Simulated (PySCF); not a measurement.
# Core-level binding energies of `CCC#CC(F)(F)F`

C5H5F3.
Bonds: C1–C2, C2–C3, C3–C4 (triple), C4–C5, C5–F6, C5–F7, C5–F8. Hydrogens: H9, H10, H11 on C1; H12, H13 on C2.

The calculation used delta-SCF UKS SCAN, pcX-2 on the ionised atom, pcseg-1 elsewhere, spin-free X2C in PySCF 2.14.0. Binding energies are ΔSCF values: E(core-ionised, relaxed orbitals) − E(ground state) at a fixed geometry, referred to the vacuum level.

Task: List the computed XPS lines with their assignment.

Result: 
```json
{"atom(s)": "C4", "bonded to": "C (triple bond) and C", "level": "C 1s", "binding energy (eV)": "290.92", "above the level's lowest (eV)": "0.00", "count": "1"}
{"atom(s)": "C1", "bonded to": "C and 3 H", "level": "C 1s", "binding energy (eV)": "291.27", "above the level's lowest (eV)": "+0.35", "count": "1"}
{"atom(s)": "C3", "bonded to": "C (triple bond) and C", "level": "C 1s", "binding energy (eV)": "291.42", "above the level's lowest (eV)": "+0.50", "count": "1"}
{"atom(s)": "C2", "bonded to": "2 C and 2 H", "level": "C 1s", "binding energy (eV)": "292.12", "above the level's lowest (eV)": "+1.20", "count": "1"}
{"atom(s)": "C5", "bonded to": "3 F and C", "level": "C 1s", "binding energy (eV)": "298.82", "above the level's lowest (eV)": "+7.90", "count": "1"}
{"atom(s)": "F6/F7/F8", "bonded to": "C", "level": "F 1s", "binding energy (eV)": "693.83", "above the level's lowest (eV)": "0.00", "count": "3"}
```

The listed C 1s values span 7.90 eV, from C4 (bonded to C (triple bond) and C) to C5 (bonded to 3 F and C). Summing the Pauling electronegativity differences to the bonded atoms, each weighted by its formal bond order, gives 0.00 for the lowest site and +4.29 for the highest; no listed site has a larger sum than the highest. The smallest sum, -1.05, belongs to C1, 0.35 eV above the lowest.

Task: What is the longest wavelength that can ionise C 1s of C5 vertically?

Result: λ = hc/E = 12398.42 eV Å / 298.82 eV = 41.491 Å.

Task: Which photon energy gives electrons from C 1s of C5 a kinetic energy of 200 eV, and what is their de Broglie wavelength?

Result: hν = 298.82 + 200 = 498.82 eV, recoil neglected; λ = 12.264 Å/√(E/eV) = 0.87 Å.

One atom of each set of topologically equivalent atoms was ionised and stands for the set; in this conformer not all members are related by symmetry, and their own values weren't computed. The unrestricted hole states depart most from a pure doublet (⟨S²⟩ = 0.75; over 0.85 named) for C 1s of C3 (0.87), which makes this value less certain. Isolated species at its PBE0-D3(BJ)/def2-SVP geometry, gas phase.
